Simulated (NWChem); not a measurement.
# C2H5BO3; SMILES O=CCB(O)O

```xyz
11

O     -0.1636    -2.4744    -0.4671
C      0.3412    -1.5759     0.1673
C     -0.3948    -0.4148     0.7778
B     -0.0533     0.9768     0.0697
O     -1.0857     1.8131    -0.2242
O      1.2194     1.3851    -0.2446
H      1.4503    -1.5588     0.3203
H     -0.0795    -0.3256     1.8301
H     -1.4710    -0.6037     0.7483
H     -0.7632     2.6304    -0.6368
H      1.9081     0.7475    -0.0138
```
Atoms are numbered in this order, from 1.

All runs: NWChem. Pople sets run with spherical d functions. Structure relaxed at the B3LYP/6-31G* (spherical d) level. Level: PBE0/6-31+G*; rows give the wavelength of the field.

```tsv
field	isotropic polarisability (bohr³)	anisotropy (bohr³)
static	46.7	15.6
1065 nm	47.1	15.8
589 nm	___	___
```

Q: Complete the blanks.

A: 
- 589 nm, isotropic polarisability (bohr³): 48.0
- 589 nm, anisotropy (bohr³): 16.3
